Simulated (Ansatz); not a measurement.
`[NH2][W]([OH])(=[S])=[S]` + H–F → `[OH][W]([F])(=[S])=[S]` + NH₃ at 400 K and 1 bar (ligand exchange at a W–N bond).

Computed with Ansatz on PBE0-D4/def2-TZVP structures; ΔE is electronic, products minus reactants. CCSD(T)/CBS is the MP2 limit (def2-TZVPP, def2-QZVPP) plus CCSD(T) − MP2 in def2-TZVPP, frozen cores. This one scheme is used for every species. Elements past krypton have def2 core potentials. For W outer-core shells are correlated without core-valence functions, which leaves a few kJ/mol of doubt a bond. One conformer a species, not always the lowest.

| species | CCSD(T)/CBS energy (Eh) | H − E (kJ/mol) | S (J/(mol·K)) |
| --- | --- | --- | --- |
| `[NH2][W]([OH])(=[S])=[S]` | -994.36133 | 146.2 | 405.4 |
| H–F | -100.39570 | 36.5 | 182.2 |
| `[OH][W]([F])(=[S])=[S]` | -1038.26045 | 81.1 | 386.4 |
| NH₃ | -56.50880 | 104.2 | 203.1 |

H − E and S are ideal-gas, rigid-rotor, harmonic terms from PBE0-D4/def2-TZVP, for one conformer and one mirror image of each species. 1 Eh = 2625.50 kJ/mol, R = 8.31446 J/(mol·K).

By hand: ΔE, ΔH, ΔS and ΔG.

ΔE = (-1038.26045) + (-56.50880) − (-994.36133) − (-100.39570) = -0.01222 Eh = -32.1 kJ/mol. Δ(H − E) = 81.1 + 104.2 − 146.2 − 36.5 = 2.6, so ΔH = -29.5 kJ/mol. ΔS = 386.4 + 203.1 − 405.4 − 182.2 = 1.9 J/(mol·K). ΔG = -29.5 − 400 × (1.9)/1000 = -30.3 kJ/mol.

By hand: the equilibrium constant, and the temperature at which ΔG would vanish if ΔH and ΔS stayed fixed.

log₁₀ K = −ΔG/(RT ln 10) = 4.0. ΔH and −TΔS have one sign here, so there is no such temperature.

The number of gas molecules stays the same, so ΔS is small and ΔH decides. A doubt of 5 kJ/mol in ΔE shifts log₁₀ K by 0.7 here. Other conformers and mirror images would add mixing entropy, several J/(mol·K) or more a flexible species. These are equilibria of isolated gas molecules and say nothing of rates. Largest T1 diagnostic: 0.022 (customary marks: 0.02 for closed shells, 0.045 for open ones).

ΔS is within the doubt of such terms, so its sign, and with it that verdict, could turn.
